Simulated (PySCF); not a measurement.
Compound: C7H10O3P (charge -1).
Numbering: `[CH3:1][CH2:2][CH2:3][P@:4](=[O:5])([O-:6])[c:7]1[cH:8][cH:9][o:10][cH:11]1`

Probes without a nucleus sit at each ring's centroid and 1 Å off its mean plane on both sides; NICS is minus the shielding there, NICSzz its component along the normal. Level: GIAO PBE0/pcSseg-1 (PySCF, non-relativistic, gas phase) on the GFN2-xTB geometry, one conformer.

Ring bond lengths (Å), with Mayer bond orders in brackets: C7–C8 1.422 (1.25), C8–C9 1.356 (1.60), C9–O10 1.352 (1.07), O10–C11 1.355 (1.04), C11–C7 1.357 (1.65).

Q: Give the NICS values of each ring in ppm.

A: 
```json
{"ring": "C7–C8–C9–O10–C11", "type": "5-membered ring with O; formal bonds all aromatic", "NICS(0)": "-12.2", "NICS(1), two faces": "-10.5 / -10.5", "NICS(1)zz, two faces": "-26.4 / -25.9", "rms pucker (Å)": "0.00", "centre to ring atoms, mean (Å)": "1.16"}
```

Q: What do they say, and how far can they be read as aromaticity?

A: 
- C7–C8–C9–O10–C11: mean NICS(1)zz -26.1 ppm, shielded. The ring is flat and has no four-coordinate atom; by the NICS criterion it is aromatic.

Q: And the bond-length index? HOMA takes Krygowski's 1993 parameters.

A: 
- C7–C8–C9–O10–C11: HOMA 0.34; the largest term is that of O10–C11, α(R − Ropt)² = 1.27.

Q: At the first NICS(1) probe listed for ring C7–C8–C9–O10–C11, 1 Å off the ring, how large is the induced field along the normal in 7.05 T applied along it?

A: NICSzz × B0 = -26.4 ppm × 7.05 T = -186 μT, against the applied field.

Q: What are the shieldings of the ring atoms and their hydrogens in the same run (means over atoms taken as equivalent)?

A: 
```csv
atoms,environment,σ isotropic (ppm)
C7,substituted aromatic carbon,44.9
C8,aromatic CH carbon,66.3
C9,aromatic CH next to a ring oxygen,45.4
O10,furan-type oxygen,45.1
C11,aromatic CH next to a ring oxygen,35.4
H on C8,aromatic hydrogen,25.13
H on C9,aromatic hydrogen,24.69
H on C11,aromatic hydrogen,24.32
```

The values belong to the conformer `[CH3:1][CH2:2][CH2:3][P@:4](=[O:5])([O-:6])[c:7]1[cH:8][cH:9][o:10][cH:11]1`: C1–C2–C3–P4 -68°, C2–C3–P4–O5 86°, C3–P4–C7–C8 72°.
